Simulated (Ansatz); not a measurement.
Species: C3H4S3, SMILES `SC=C1SCS1` (H–S–C–C torsion 99°) (charge 0, multiplicity 1).

Q: Give a relaxed geometry from PBE-D3(BJ)/def2-TZVP run with Ansatz (a first-principles code).

A: One answer among several that fit: the end point of this relaxation, one of several conformers (outside a Z-matrix the atoms follow the SMILES, hydrogens last).
Z-matrix (Å, degrees):
```
C
C 1 1.3446
H 2 1.0909 1 121.77
S 1 1.7598 2 128.11 3 -179.93
S 2 1.7623 3 120.10 1 -175.23
H 5 1.3611 2 98.87 3 -85.12
S 1 1.7674 2 132.19 3 0.23
C 7 1.8297 1 83.01 2 179.60
H 8 1.0963 7 112.53 1 117.00
H 8 1.0964 9 111.07 7 -127.28
```
